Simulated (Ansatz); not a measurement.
A nudged elastic band was laid between two geometries of CH$_{6}$BInO$_{2}$ (11 atoms, charge 0, multiplicity 1).

Theory: RKS B3LYP-D4/def2-SVP (Ansatz 0.2.0).

* movable images: 7
* climbing image: yes
* spring: 5.0 eV/Å²
* optimiser: quadratic models (default)
* start path: IDPP
* force threshold: 0.05 eV/Å
* iteration limit: 60
* end points: relaxed

First end point:

```xyz
11
Properties=species:S:1:pos:R:3
B -0.283 2.322 0.875
In 0.417 0.758 -0.589
O 1.447 1.100 -2.278
O 0.188 -1.247 -0.521
C -0.470 -1.994 0.460
H -1.323 2.899 0.696
H 0.378 2.588 1.844
H 1.639 0.265 -2.730
H -1.362 -2.508 0.045
H 0.194 -2.783 0.866
H -0.825 -1.402 1.332
```

Last end point:

```xyz
11
Properties=species:S:1:pos:R:3
B -0.695 2.337 0.588
In 0.352 0.753 -0.625
O 1.455 1.076 -2.270
O 0.462 -1.243 -0.329
C -0.212 -1.993 0.639
H -0.146 2.839 1.533
H -1.810 2.686 0.302
H 1.809 0.241 -2.610
H -1.178 -2.393 0.264
H 0.402 -2.866 0.934
H -0.439 -1.437 1.574
```

Q: What changes between the two ends?

A: No bond is made or broken. The dihedral H6–B1–In2–O4 goes from -95 to 86°.

Q: Give the energies along the band, and the barrier.

A: The forces met the threshold. The highest image is number 4 of 0 to 8, 0.040 eV above the ends, which have the same energy within 2 meV. A vibrational analysis at the climbing image gives one clearly imaginary mode, 90i cm⁻¹: a first-order saddle point.

```csv
image,path coordinate (Å),energy (eV),dihedral H6–B1–In2–O4 (°)
0,0.00,0.000,-95
1,0.55,0.007,-118
2,1.10,0.022,-140
3,1.66,0.035,-162
4,2.21,0.040,176
5,2.76,0.035,153
6,3.32,0.021,131
7,3.88,0.005,108
8,4.43,-0.002,86
```

Q: What is the geometry of the highest image?

A: 
```xyz
11
Properties=species:S:1:pos:R:3:forces:R:3
B -0.814 2.266 0.696 0.00 -0.01 0.00
In -0.002 0.726 -0.761 0.00 0.00 0.01
O 0.409 1.009 -2.705 0.00 0.00 0.00
O 0.493 -1.204 -0.421 -0.01 0.01 -0.02
C 0.340 -1.915 0.771 0.00 -0.01 0.03
H -0.979 3.400 0.334 0.01 -0.01 0.00
H -1.085 1.952 1.825 0.00 0.00 0.00
H 0.734 0.190 -3.108 0.00 0.00 0.00
H -0.509 -2.628 0.718 0.00 0.00 -0.01
H 1.247 -2.516 0.983 0.00 0.00 0.00
H 0.166 -1.279 1.667 0.00 0.00 -0.01
```

The run took 92 s on 2 threads of Intel(R) Xeon(R) Platinum 8488C (Sapphire Rapids), on a shared host, peak memory 0.28 GiB.
